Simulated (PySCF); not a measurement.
Correlation energy of Be (beryllium, neutral)

[He] 2s2, closed-shell 1S. Calculation: PySCF 2.14, in jorge-DZP-DKH (4s2p1d, 15 functions); the spin-free X2C one-electron Hamiltonian (Gaussian nucleus). Frozen: 1s2; 2 electrons correlated.

Total MP2 correlation energy: -25.71 mhartree.

Same-spin part 0.00 and opposite-spin part -25.71 mhartree; SCS-MP2 scales them by 1/3 and 6/5 to -30.85 mhartree.

With two correlated electrons CCSD is exact within the correlated space (frozen core and kept virtual orbitals).

```json
{"level": "CCSD", "correlation energy (mhartree)": "-45.25"}
```

Diagnostics: T1 = 0.016, D1 = 0.0228, largest double amplitude 0.137.

Is a single reference adequate?

Mostly. T1 lies below 0.03, but a double amplitude of this size points to a near-degeneracy that CCSD handles and MP2 describes poorly.
